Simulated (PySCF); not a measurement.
Species: (OH)3Sn-O-SiH3.
Bonds: Sn1–O2, Sn1–O3, Sn1–O4, Sn1–O5, O5–Si6. Hydrogens: H7 on O2; H8 on O3; H9 on O4; H10, H11, H12 on Si6.

Method: PBE0-D3(BJ)/def2-SVP geometry optimisation, gas phase, def2 core potentials past Kr (PySCF); density fitting, grid level 1; the optimiser is geomeTRIC in internal coordinates, started from a GFN2-xTB structure with every atom displaced at random (about 0.03 Å).

The end geometry, which sets the zero of energy:
```
atom  x, y, z in Å
Sn1     0.8996    0.5469    0.1315
O2      2.4652   -0.5385   -0.3413
O3      1.2090    2.3810   -0.4957
O4      0.6105    0.3464    2.0594
O5     -0.7606   -0.0250   -0.7307
Si6    -1.9683   -1.1059   -0.3566
H7      2.8965   -0.2023   -1.1370
H8      0.3877    2.7743   -0.8181
H9      1.4131    0.0559    2.5105
H10    -2.9240   -0.5225    0.6330
H11    -2.7052   -1.4213   -1.6155
H12    -1.4080   -2.3716    0.2114
```

Question: These geometries come from the run, each turned onto the end geometry. Order them by energy, lowest first.
A.
```
atom  x, y, z in Å
Sn1     0.8992    0.5990    0.1553
O2      2.4957   -0.4870   -0.2169
O3      1.1973    2.3821   -0.6008
O4      0.5624    0.4687    2.0886
O5     -0.7344   -0.0169   -0.7384
Si6    -1.9247   -1.1039   -0.3526
H7      2.8436   -0.3077   -1.1001
H8      0.3747    2.7527   -0.9341
H9      1.2668   -0.0567    2.4929
H10    -2.7363   -0.6419    0.8138
H11    -2.7992   -1.2372   -1.5483
H12    -1.3294   -2.4338   -0.0083
```
B.
```
atom  x, y, z in Å
Sn1     0.8916    0.6549    0.1260
O2      2.3525   -0.6188   -0.1546
O3      1.3097    2.3605   -0.7442
O4      0.6569    0.8758    2.0574
O5     -0.7822    0.0131   -0.6699
Si6    -1.8884   -1.1949   -0.3887
H7      2.7248   -0.5532   -1.0421
H8      0.5430    2.9498   -0.7657
H9      1.0338    0.1429    2.5595
H10    -2.4812   -1.0798    0.9807
H11    -2.9836   -1.0840   -1.3996
H12    -1.2614   -2.5490   -0.5079
```
C.
```
atom  x, y, z in Å
Sn1     0.8899    0.5506    0.1519
O2      2.2420   -0.5881   -0.1180
O3      1.1525    2.2463   -0.7444
O4      0.7260    0.8720    1.9841
O5     -0.7882   -0.0243   -0.6483
Si6    -1.8798   -1.1793   -0.3943
H7      2.6619   -0.5814   -0.9961
H8      0.5227    2.8791   -0.7995
H9      1.0812    0.2270    2.5928
H10    -2.4345   -1.1165    0.9893
H11    -2.8531   -0.8773   -1.4062
H12    -1.2053   -2.4907   -0.5604
```
D.
```
atom  x, y, z in Å
Sn1     0.9078    0.5686    0.1355
O2      2.5314   -0.4631   -0.2531
O3      1.1483    2.4034   -0.5143
O4      0.5956    0.3349    2.0548
O5     -0.7165   -0.0425   -0.7745
Si6    -1.9436   -1.0856   -0.3510
H7      2.8980   -0.2385   -1.1171
H8      0.3282    2.7298   -0.9097
H9      1.3593   -0.0647    2.4904
H10    -2.8313   -0.4852    0.6911
H11    -2.7538   -1.3598   -1.5756
H12    -1.4080   -2.3801    0.1745
```
E.
```
atom  x, y, z in Å
Sn1     0.8947    0.6055    0.1404
O2      2.3787   -0.6395   -0.1818
O3      1.1885    2.3155   -0.7435
O4      0.7135    0.9007    2.0677
O5     -0.8021    0.0036   -0.6603
Si6    -1.9106   -1.1876   -0.4100
H7      2.8050   -0.6385   -1.0466
H8      0.4988    2.9708   -0.7799
H9      1.0720    0.2375    2.6642
H10    -2.4699   -1.1464    0.9781
H11    -2.9813   -0.9733   -1.4070
H12    -1.2719   -2.5309   -0.5703
```

Answer: D (0.006 eV), A (0.017 eV), B (0.039 eV), E (0.133 eV), C (0.976 eV).

In the order of the answer:

```tsv
step	E above end (eV)	largest force (eV/Å)	rms force component (eV/Å)	rms distance from end (Å)	rms bond change (Å)	bond most changed (Å)
9	0.006	0.07	0.024	0.084	0.001	Sn1–O5 +0.003
8	0.017	0.23	0.081	0.160	0.004	Sn1–O4 +0.007
3	0.039	0.11	0.036	0.433	0.003	Sn1–O5 +0.005
1	0.133	0.99	0.252	0.463	0.010	O5–Si6 -0.017
0	0.976	6.18	1.870	0.468	0.068	Sn1–O2 -0.175
```

What follows is the cost of the whole optimisation. The run took 6.8 min on one thread, AMD EPYC (x86_64), shared host with 64 logical CPUs at a one-minute load of 57, and the process peaked at 0.53 GiB of memory.
